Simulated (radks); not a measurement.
The numbers below are computed, except where a source is named.
Ni2+, 26 electrons, occupied as [Ar] 3d8. Code: a radial shooting solver on a logarithmic mesh with Libxc functionals. Model: non-relativistic Kohn-Sham, PBEsol, spin-unpolarised, spherical densities, point nucleus.

Unscreened Slater integrals over Kohn-Sham orbitals (cm^-1). Empty in this configuration: 4s.

F0(3d,3d): 212660
F2(3d,3d): 96903
F4(3d,3d): 59998
F0(3d,3p): 230560
F2(3d,3p): 107790
G1(3d,3p): 133360
G3(3d,3p): 80559
F0(3d,3s): 234650
G2(3d,3s): 100580
F0(3d,2p): 300950
F2(3d,2p): 57302
G1(3d,2p): 42702
G3(3d,2p): 24269
F0(3d,4s): 104650
G2(3d,4s): 12842
F0(3p,3p): 253310
F2(3p,3p): 126390
F0(3p,3s): 258080
G1(3p,3s): 170700
F0(3p,2p): 345010
F2(3p,2p): 68461
G0(3p,2p): 26324
G2(3p,2p): 27719
F0(3p,4s): 106970
G1(3p,4s): 6774.5
F0(3s,3s): 263290
F0(3s,2p): 351190
G1(3s,2p): 28537
F0(3s,4s): 107340
G0(3s,4s): 4896.5
F0(2p,2p): 924650
F2(2p,2p): 436700
F0(2p,4s): 114650
G1(2p,4s): 2486.1
F0(4s,4s): 83334

Derived for the open shells (J is the average intra-shell exchange parameter used in DFT+U). 3d: Racah B = F2/49 - 5 F4/441 = 1297 cm^-1, C = 35 F4/441 = 4762 cm^-1, C/B = 3.67, F4/F2 = 0.619, J = (F2 + F4)/14 = 11210 cm^-1.
